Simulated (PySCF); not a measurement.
**Diatomics of Ga with group 14**

PBE with double-zeta basis sets in PySCF, for the lowest determinant that a PBE0 search found; no spin–orbit coupling. De refers to high-spin ground-configuration atoms. A positive dipole means M(−)Ga(+).

| M | basis | state (unpaired electrons) | Re (Å) | ωe (cm⁻¹) | De (eV) | μ (D) |
| --- | --- | --- | --- | --- | --- | --- |
| C | def2-SVP | quartet (σ ↑, π ↑↑) | 2.010 | 536 | 3.57 | 1.83 |
| Ge | cc-pVDZ-PP | quartet (σ ↑, π ↑↑) | 2.515 | 208 | 2.50 | 1.06 |
| Sn | def2-SVP | quartet (σ ↑, π ↑↑) | 2.691 | 178 | 2.31 | 0.61 |
| Pb | def2-SVP | quartet (σ ↑, π ↑↑) | 2.754 | 158 | 2.20 | 0.25 |

The shortest bond is that of GaC (2.010 Å), the longest that of GaPb (2.754 Å).

The rows differ in basis set, which adds steps of its own.

Down a group the atoms grow and get heavier, so bonds lengthen and wavenumbers fall; this series shows no clear exception.

Spin–orbit coupling is left out, which matters for elements this heavy, above all for dissociation energies. States were picked by a PBE0 search and need not be the measured ground states.
